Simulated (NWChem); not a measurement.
# AuPH3I; SMILES [I][Au]<-[PH3]

Program: NWChem. Structure relaxed at the PBE0/def2-SVP level. def2 effective core potentials on I, Au; no spin-orbit coupling.

For level PBE0/def2-TZVP:

```yaml
highest occupied level (eV): -6.55
orbital gap (eV): 5.54
dipole (D): 7.43
```

### Question
Estimate the same quantities for level KT2/def2-TZVP.

### Answer
- highest occupied level (eV) = -5.64
- orbital gap (eV) = 3.80
- dipole (D) = 6.86
